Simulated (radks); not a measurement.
Task: These are the eigenvalues of the occupied orbitals of an atom or ion with whole-number occupations (eV). Method: Dirac Kohn-Sham, PBE, spin-unpolarised, spherical densities, finite nucleus; Fermi nuclear charge, rms radius of each element as measured or else 0.836 A^(1/3) + 0.57 fm; computed with a radial shooting solver on a logarithmic mesh with Libxc functionals.

1s1/2: -46084.30
2s1/2: -10567.58
2p1/2: -10304.47
2p3/2: -9784.519

Which element is it, and in what charge state? The configuration may be excited. Open shells, if any, fill j = l - 1/2 first.

Result: Z = 59, praseodymium, charge +51: Pr51+ in [He] 2s2 2p4. The list shows which subshells hold electrons but not how many an open one holds; the 1s level, -1693.6 hartree, gives Z - s = 58.2 by -(Z - s)^2/2, which with screening and relativity narrows Z to a few neighbours, and the depths of the outer levels then fix element, charge and occupations together.
